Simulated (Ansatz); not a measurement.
`C[Si]S` + `CNC` → `C[Si]N(C)C` + H₂S at 600 K and 1 bar (ligand exchange at the Si–S bond).

Computed with Ansatz on PBE0-D4/def2-TZVP structures; ΔE is electronic, products minus reactants. CBS: MP2 limit from def2 TZ/QZ plus the TZ coupled-cluster correction, frozen cores. This one scheme is used for every species. Each species was taken in one conformer, which may not be the lowest.

```json
{"species": "`C[Si]S`", "CCSD(T)/CBS energy (Eh)": "-727.30578", "H − E (kJ/mol)": "163.9", "S (J/(mol·K))": "366.9"}
{"species": "`CNC`", "CCSD(T)/CBS energy (Eh)": "-135.00321", "H − E (kJ/mol)": "284.6", "S (J/(mol·K))": "333.5"}
{"species": "`C[Si]N(C)C`", "CCSD(T)/CBS energy (Eh)": "-463.33839", "H − E (kJ/mol)": "380.8", "S (J/(mol·K))": "449.0"}
{"species": "H₂S", "CCSD(T)/CBS energy (Eh)": "-398.97279", "H − E (kJ/mol)": "60.8", "S (J/(mol·K))": "230.9"}
```

H − E and S are ideal-gas, rigid-rotor, harmonic terms from PBE0-D4/def2-TZVP, for one conformer and one mirror image of each species. 1 Eh = 2625.50 kJ/mol, R = 8.31446 J/(mol·K).

**Question.** By hand: ΔE, ΔH, ΔS and ΔG.

**Answer.** ΔE = (-463.33839) + (-398.97279) − (-727.30578) − (-135.00321) = -0.00219 Eh = -5.7 kJ/mol. Δ(H − E) = 380.8 + 60.8 − 163.9 − 284.6 = -6.9, so ΔH = -12.6 kJ/mol. ΔS = 449.0 + 230.9 − 366.9 − 333.5 = -20.5 J/(mol·K). ΔG = -12.6 − 600 × (-20.5)/1000 = -0.3 kJ/mol.

**Question.** By hand: the equilibrium constant, and the temperature at which ΔG would vanish if ΔH and ΔS stayed fixed.

**Answer.** log₁₀ K = −ΔG/(RT ln 10) = 0.0. ΔG = 0 at ΔH/ΔS = 615 K.

TΔS isn't small against ΔH here. The sign of ΔG lies within the doubt. A doubt of 5 kJ/mol in ΔE shifts log₁₀ K by 0.4 here. Other conformers and mirror images would add mixing entropy, several J/(mol·K) or more a flexible species. These are equilibria of isolated gas molecules and say nothing of rates. Largest T1 diagnostic: 0.014 (customary marks: 0.02 for closed shells, 0.045 for open ones).
